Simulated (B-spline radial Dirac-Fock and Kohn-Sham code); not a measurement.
**Elastic scattering of 1 keV electrons by neutral beryllium**

These are calculated numbers from a B-spline atomic structure program; the model is relativistic (Dirac) partial waves in the static field of the Dirac-Fock atom with Furness-McCarthy exchange, without polarisation or absorption potentials.

```tsv
θ (°)	dσ/dΩ (a₀²/sr)
0	32.4
1	31.2
2	28.2
3	23.9
5	14.8
7	8.23
10	3.27
15	0.878
20	0.337
25	0.165
30	0.0939
40	0.0389
50	0.0195
60	0.0111
70	0.00687
80	0.00458
90	0.00325
100	0.00242
110	0.00189
120	0.00154
130	0.00130
140	0.00113
150	0.00102
160	0.000948
170	0.000908
180	0.000895
```

The total elastic cross section is 1.51 a₀², the first transport cross section 0.0671 a₀² and the second, weighted with (3/2) sin²θ, 0.145 a₀². The mean deflection is ⟨1 − cos θ⟩ = 0.0445, and 0.71 % of the collisions scatter beyond 90°.
